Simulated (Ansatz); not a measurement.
System: sum formula SiN$_{3}$H$_{7}$, net charge 0, singlet state. 
Geometry from a B3LYP-D3(BJ)/def2-TZVP (Ansatz, a quantum-chemistry and plane-wave program) optimisation:
```xyz
11

N      0.0297     1.5786    -0.5506
Si    -0.1744     0.0871     0.2807
N     -0.8936    -0.9443    -0.8847
N      1.1470    -0.8289     0.8907
H      0.1251     2.4404    -0.0379
H      0.4957     1.6246    -1.4433
H     -0.9302     0.4669     1.5010
H     -0.9917    -1.9298    -0.7033
H     -1.6101    -0.5974    -1.5010
H      1.5436    -0.6160     1.7918
H      1.8278    -1.2457     0.2750
```

Basis-set convergence of Hartree-Fock and CCSD correlation energies (hartree) with Ansatz. Valence correlation only, unless marked. No spin-orbit coupling. No relativistic terms.

```json
[
 {"basis": "aug-cc-pV(D+d)Z", "functions": "164", "E(HF)": "-456.49149", "E(corr, CCSD)": "-0.69738"},
 {"basis": "aug-cc-pV(T+d)Z", "functions": "354", "E(HF)": "-456.55477", "E(corr, CCSD)": "-0.82116"},
 {"basis": "aug-cc-pV(Q+d)Z", "functions": "651", "E(HF)": "-456.56874", "E(corr, CCSD)": "-0.85987"}
]
```

Extrapolating the two largest sets (X = 3 and 4) as X^-3: E(corr) = (64·(-0.85987) - 27·(-0.82116))/37 = -0.8881 Eh, an estimate of the basis-set limit. The largest set recovers 96.8 % of it, the smallest 78.5 %.
